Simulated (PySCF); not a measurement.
A run for PySCF: D3(BJ) and D4 dispersion corrections on H2O (SMILES O).

```python
from pyscf import gto
from pyscf.dispersion import dftd3, dftd4

mol = gto.M(
    atom='''
    O    -0.00000000    0.00000000    0.38961139
    H     0.00000000    0.76498632   -0.19485569
    H     0.00000000   -0.76498632   -0.19485569
    ''',
    basis='def2-svp',
    charge=0, spin=0, verbose=0, max_memory=1800)
d3, d4 = {}, {}
for xc in ['hf', 'pbe', 'blyp', 'revpbe', 'tpss', 'r2scan', 'b3lyp', 'pbe0', 'bhlyp', 'camb3lyp', 'b2plyp']:
    d3[xc] = float(dftd3.DFTD3Dispersion(mol, xc=xc, version='d3bj', atm=False).get_dispersion()['energy'])
    print(f'D3(BJ) {xc:10s} {d3[xc]:14.8f} Eh')
for xc in ['hf', 'pbe', 'blyp', 'revpbe', 'tpss', 'r2scan', 'b3lyp', 'pbe0', 'bhlyp', 'camb3lyp', 'b2plyp']:
    d4[xc] = float(dftd4.DFTD4Dispersion(mol, xc={'camb3lyp': 'cam-b3lyp'}.get(xc, xc), atm=True).get_dispersion()['energy'])
    print(f'D4     {xc:10s} {d4[xc]:14.8f} Eh')
```

The log:

```
D3(BJ) hf            -0.00450233 Eh
D3(BJ) pbe           -0.00035943 Eh
D3(BJ) blyp          -0.00071916 Eh
D3(BJ) revpbe        -0.00106188 Eh
D3(BJ) tpss          -0.00042042 Eh
D3(BJ) r2scan        -0.00008484 Eh
D3(BJ) b3lyp         -0.00057383 Eh
D3(BJ) pbe0          -0.00027686 Eh
D3(BJ) bhlyp         -0.00040942 Eh
D3(BJ) camb3lyp      -0.00021234 Eh
D3(BJ) b2plyp        -0.00023428 Eh
D4     hf            -0.00098317 Eh
D4     pbe           -0.00019578 Eh
D4     blyp          -0.00047287 Eh
D4     revpbe        -0.00094918 Eh
D4     tpss          -0.00026710 Eh
D4     r2scan        -0.00004686 Eh
D4     b3lyp         -0.00031026 Eh
D4     pbe0          -0.00015671 Eh
D4     bhlyp         -0.00018233 Eh
D4     camb3lyp      -0.00014972 Eh
D4     b2plyp        -0.00013382 Eh
```

The run finished.

Cost: very roughly 0.020 core-seconds.
